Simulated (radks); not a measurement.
The numbers below are computed, except where a source is named.
Question: The mean radii <r> (bohr) of the occupied orbitals of an atom or ion are listed with their occupations. Level of theory: non-relativistic Kohn-Sham, Slater X-alpha with alpha = 0.658, spin-polarised, spherical densities, point nucleus (a radial shooting solver on a logarithmic mesh with Libxc functionals).

orbital  occ.      <r>
1s up       1  0.05925
1s down     1  0.05925
2s up       1   0.2710
2s down     1   0.2706
2p up       3   0.2374
2p down     3   0.2369
3s up       1   0.8216
3s down     1   0.8237
3p up       3   0.8628
3p down     3   0.8660
3d up       5    1.105
4s up       1    2.703
3d down     1    1.139

Name the element and its charge. Open shells, if any, are filled with parallel spins first.

Answer: Z = 26, iron, charge +1: Fe+ in [Ar] 3d6 4s1. The 1s radius gives Z: for a bare nucleus <r> = 1.5/Z, 0.05769 bohr for Z = 26, and screening makes it slightly larger (0.05925 here). The occupations add up to 25, and the charge is Z minus that.
